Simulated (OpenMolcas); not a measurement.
An OpenMolcas run meant for Er3+ (ANO-RCC-VTZP, DKH3; inactive shells 1s 2s 2p 3s 3p 3d 4s 4p 4d 5s 5p; intended active space 11 electrons in 7 orbitals (4f)). One step of its input:

```
&RASSCF
FileOrb=start.orb
Symmetry=2
Spin=4
nActEl=11 0 0
Inactive=15 12
Ras2=0 7
CIRoot=35 35 1
SDav=35
CIMx=300
Iter=89 100
PrWF=0.3
OrbListing=Nothing
MaxOrb=0
Atom
Thrs=1.0e-4 5.0e-1 5.0e-1
```

The run finished. Its levels beside those of a sound run (CASSCF), in cm-1 above each run's lowest level:

```csv
Level,This run,Usual run
4f11 4I* 15/2,0.0,0.0
4f11 4I* 13/2,6595,6594
4f11 4I* 11/2,10716,10718
4f11 4I* 9/2,13409,13413
4f11 4F* 9/2 [64 %],19107,19108
4f11 2H* 11/2,22948,22940
4f11 4S* 3/2 [75 %],23659,23659
4f11 4F* 7/2,25345,25342
4f11 4F* 3/2 [68 %],27610,27606
4f11 4F* 5/2,27668,27666
4f11 2K* 15/2,33226,33193
4f11 4G* 11/2,33309,33303
4f11 2G* 7/2,34086,34056
4f11 4G* 9/2 [66 %],34158,34144
```

Problem. Which setting is unsound, and how much does it matter here?

Solution. The convergence thresholds are far too loose, so the orbitals stop early. Against the sound run the excited levels shown move by 8.3 cm-1 on average and by 33 cm-1 at most.

High states are left out of the spin-orbit mixing, which shifts the levels that they would mix with. Without dynamic correlation excited terms often stand tens of per cent too high (terms of higher spin than the ground term too low), and those without a measured partner can miss by more than the paired ones. Some levels mix across a computed gap that differs much from the measured one, so their mixing is not that of the real levels. Levels of configurations outside the active space are missing.

A share in square brackets marks a mixed level and gives the weight of the term that names it, the lowest over the columns. * marks odd parity.
